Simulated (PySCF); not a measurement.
C3H6OSe, SMILES [SeH]CCC=O (GFN2-xTB optimised geometry):

```
11

O      1.934     0.491     0.083
C      1.246    -0.487     0.000
C     -0.254    -0.487     0.000
C     -0.844     0.912     0.000
Se    -0.438     1.927     1.644
H      1.691    -1.497    -0.079
H     -0.596    -1.044    -0.878
H     -0.581    -1.048     0.882
H     -0.464     1.497    -0.838
H     -1.934     0.875    -0.050
H      0.964     2.071     1.370
```

Method: PBE/def2-TZVP run with PySCF.

Task: What are the frontier orbital energies and the dipole moment?

Result: HOMO-2 -7.69 eV, HOMO-1 -6.13 eV, HOMO -5.27 eV, LUMO -2.15 eV, LUMO+1 -0.61 eV; dipole moment 3.07 D.

On the same geometry PBE0/def2-TZVP (PySCF) gives HOMO-2 -8.89 eV, HOMO-1 -7.69 eV, HOMO -6.43 eV, LUMO -0.94 eV, LUMO+1 0.32 eV; dipole moment 3.24 D.

Meta-Löwdin charges at PBE/def2-TZVP: O1 -0.37, C2 0.27, C3 -0.26, C4 -0.29, Se5 -0.07, H6 0.07, H7 0.14, H8 0.14, H9 0.13, H10 0.13, H11 0.09.
